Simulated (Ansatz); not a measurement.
Born–Oppenheimer molecular dynamics of GeH₄O (6 atoms, charge 0, multiplicity 1). It starts from a relaxed structure.

The calculation used RKS PBE-D4/def2-mTZVP in Ansatz.

| Property | Result |
| --- | --- |
| ensemble | NVE (velocity Verlet) |
| time step | 0.5 fs |
| steps asked | 166 |
| starting velocities drawn for | 300 K |
| masses | H 2.014 u |
| seed | 866484 |

First frame:

```xyz
6
Properties=species:S:1:pos:R:3
Ge -0.024 -0.025 -0.037
O 0.026 -0.102 1.772
H -0.872 -0.142 2.151
H 1.465 0.019 -0.437
H -0.774 1.253 -0.506
H -0.728 -1.285 -0.614
```

(1) How far do the bonds stretch over the last three quarters of this one trajectory? (Pairs bonded in most of those frames.)

## Answers

(1) 
```
  bond  mean (Å)  spread (Å)  shortest  longest
Ge1–O2     1.814       0.015      1.79     1.84
Ge1–H4     1.551       0.036      1.49     1.60
Ge1–H5     1.554       0.006      1.54     1.56
Ge1–H6     1.557       0.011      1.54     1.57
 O2–H3     0.979       0.029      0.93     1.02
```

Mean temperature of the second half: 148 K. The conserved energy stayed within 0.15 meV per atom of its start (net change 0.13 meV per atom), so the integration is sound. Over the second half the temperature averaged 0.49 of the 300 K drawn at the start: a run that starts near a minimum puts about half its kinetic energy into the potential. A run of 0.083 ps of so small a system gives no equilibrium averages.

Time of the run: 120 s on 2 threads of Arm Neoverse V1, with other jobs on the host, peak memory 0.11 GiB.
